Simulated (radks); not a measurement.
Q: Radial electron density D(r) = 4 pi r^2 rho(r) of an atom or ion with 13 electrons. All-electron calculation, Dirac Kohn-Sham, LDA (Slater exchange, Perdew-Wang correlation), spin-unpolarised, spherical densities, finite nucleus; Fermi nuclear charge, rms radius of each element as measured or else 0.836 A^(1/3) + 0.57 fm. Program: a radial shooting solver on a logarithmic mesh with Libxc functionals.

r (bohr),D(r) (e/bohr)
0.001373,1.366
0.001523,1.645
0.001703,2.008
0.001905,2.445
0.002114,2.931
0.002365,3.556
0.002645,4.304
0.002958,5.194
0.003283,6.168
0.003672,7.398
0.004107,8.840
0.004557,10.39
0.005097,12.31
0.005701,14.51
0.006326,16.81
0.007075,19.57
0.007914,22.63
0.008852,25.96
0.009822,29.24
0.01099,32.93
0.01229,36.68
0.01363,40.11
0.01525,43.59
0.01706,46.67
0.01893,49.03
0.02117,50.85
0.02368,51.78
0.02649,51.75
0.02939,50.89
0.03287,49.18
0.03677,46.95
0.0408,44.78
0.04563,42.79
0.05104,41.67
0.05664,41.80
0.06335,43.41
0.07085,46.46
0.07925,50.47
0.08794,54.32
0.09836,57.59
0.11,58.88
0.1221,57.57
0.1365,53.19
0.1527,46.11
0.1695,38.07
0.1895,29.26
0.212,21.71
0.2371,16.41
0.2631,13.65
0.2943,12.39
0.3292,11.85
0.3653,11.10
0.4086,9.530
0.457,7.261
0.5071,4.981
0.5672,2.860
0.6344,1.389
0.7096,0.5610
0.7873,0.2020
0.8806,0.05440
0.985,0.01149
1.093,0.002135
1.222,0.0002620

What is the nuclear charge?

A: Z = 41. The innermost maximum, from 1s, lies near gamma/Z bohr with gamma = sqrt(1 - (Z/c)^2) = 0.954, here 0.0233 bohr (found: 0.0250), and its height grows with Z. The density is that of the niobium ion Nb28+ in [Ne] 3s2 3p1; the configuration itself is not fixed sharply by these data, and Z only to a few units. D(r) has 2 maxima, at r = 0.0250, 0.110 bohr, and minima at 0.0531 bohr, inside which lie 2.10 electrons.
